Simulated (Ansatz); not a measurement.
`[CH3][Al]([AlH2])[SiH3]`. The species carries charge 0 and has multiplicity 1. The geometry is a stationary point of PBE0-D4/def2-TZVP.

```xyz
12

C     1.969    0.006   -0.771
Al    0.200    0.145    0.071
Al   -0.418    1.849    1.926
Si   -1.543   -1.415   -0.727
H     1.878    0.151   -1.853
H     2.706    0.718   -0.394
H     2.369   -1.004   -0.630
H    -0.245    1.512    3.478
H    -1.026    3.287    1.593
H    -1.057   -2.472   -1.662
H    -2.620   -0.664   -1.442
H    -2.213   -2.113    0.411
```

What is the dipole moment at PBE/def2-TZVPP? (Estimate.)

Ansatz gave: 1.38 D, with components (1.32, 0.11, -0.39) D in this frame, pointing from negative to positive charge.

And with r2SCAN, B3LYP, ωB97M-V? (An estimate is asked.)

Ansatz gave: r2SCAN 1.38 D, B3LYP 1.37 D, ωB97M-V 1.40 D.

Give the Mulliken charges with PBE, ωB97M-V, r2SCAN in def2-TZVPP. (Best estimate.)

The calculation gave: 
```json
{"atom": "C1", "PBE": "-0.42", "ωB97M-V": "-0.50", "r2SCAN": "-0.38"}
{"atom": "Al2", "PBE": "0.30", "ωB97M-V": "0.27", "r2SCAN": "0.33"}
{"atom": "Al3", "PBE": "0.25", "ωB97M-V": "0.29", "r2SCAN": "0.39"}
{"atom": "Si4", "PBE": "-0.05", "ωB97M-V": "-0.08", "r2SCAN": "0.00"}
{"atom": "H5", "PBE": "0.10", "ωB97M-V": "0.11", "r2SCAN": "0.07"}
{"atom": "H6", "PBE": "0.10", "ωB97M-V": "0.11", "r2SCAN": "0.07"}
{"atom": "H7", "PBE": "0.10", "ωB97M-V": "0.11", "r2SCAN": "0.07"}
{"atom": "H8", "PBE": "-0.12", "ωB97M-V": "-0.12", "r2SCAN": "-0.17"}
{"atom": "H9", "PBE": "-0.12", "ωB97M-V": "-0.12", "r2SCAN": "-0.17"}
{"atom": "H10", "PBE": "-0.05", "ωB97M-V": "-0.03", "r2SCAN": "-0.07"}
{"atom": "H11", "PBE": "-0.05", "ωB97M-V": "-0.03", "r2SCAN": "-0.07"}
{"atom": "H12", "PBE": "-0.05", "ωB97M-V": "-0.03", "r2SCAN": "-0.07"}
```

B3LYP here is the variant with VWN-RPA as its local correlation; programs differ in this.
